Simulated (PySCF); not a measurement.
Vertical excitation energies

Compound: C₃H₁₁NSi₂.
SMILES: `C=CCN([SiH3])[SiH3]`

Computed, not measured: TDDFT wB97X-D/def2-SVPD, vertical, gas phase, core orbitals frozen in the response (PySCF 2.14.0, density-fitted response routines). The structure is a single PBE0-D3(BJ)/def2-SVP conformer in the gas phase; no vibrational or solvent corrections. Torsions of this conformer, `[CH2:1]=[CH:2][CH2:3][N:4]([SiH3:5])[SiH3:6]`: C1–C2–C3–N4 122°, C2–C3–N4–Si5 -67°.

Q: List the vertical singlet excitations with oscillator strengths and describe the spectrum.

A: 

```
state  E (eV)  E (kJ/mol)  λ (nm)      f  |μ| (D)   main configurations (H = HOMO, L = LUMO)
   S1    6.05         583   205.0  0.017     0.85                                  H→L (89%)
   S2    6.67         644   185.8  0.034     1.16                   H→L+1 (46%), H→L+2 (42%)
   S3    6.88         664   180.3  0.025     0.98      H→L+3 (63%), H→L+1 (11%), H→L+2 (10%)
   S4    7.24         698   171.3  0.055     1.41      H→L+2 (34%), H→L+1 (30%), H→L+3 (19%)
   S5    7.41         715   167.2  0.273     3.11                                H-1→L (73%)
   S6    7.53         727   164.6  0.015     0.72                   H→L+6 (65%), H→L+4 (12%)
   S7    7.63         737   162.4  0.061     1.45       H→L+5 (33%), H→L+4 (15%), H-1→L (9%)
   S8    7.72         745   160.6  0.031     1.03  H-1→L+1 (25%), H→L+4 (13%), H-1→L+3 (13%)
   S9    7.90         762   156.9  0.035     1.08                   H→L+4 (31%), H→L+5 (20%)
  S10    7.96         768   155.8  0.026     0.92       H→L+9 (43%), H→L+7 (27%), H→L+4 (9%)
```

Triplets (Tamm–Dancoff): T1 4.49 eV, H-1→L (54%), H-1→L+2 (13%), H→L (11%); T2 5.80 eV, H→L (76%), H-1→L (8%); T3 6.55 eV, H→L+2 (45%), H→L+1 (33%); T4 6.71 eV, H→L+3 (71%).

The lowest singlet lies at 6.05 eV (205 nm, ultraviolet) and is weak; its leading configuration is HOMO→LUMO (89%). The strongest level in the table is S5 at 7.41 eV (167 nm, f = 0.273). Löwdin shares by element: HOMO nitrogen 49%, silicon 16%, carbon 6% or more (atoms not listed hold the other 29%); LUMO carbon 42% or more, silicon 18% (atoms not listed hold the other 40%). Of the 10 states listed, 10 reach f = 0.01 and none stays under 0.0005. The listed states span 1.91 eV, and the widest gap between neighbours is 0.63 eV (S1 to S2). Weighted by f, the mean energy of these states is 7.39 eV. The vertical ionisation energy (ΔSCF) is 8.85 eV, 0.90 eV above S10. Only the lowest 10 singlets were computed, as vertical energies without vibronic structure.
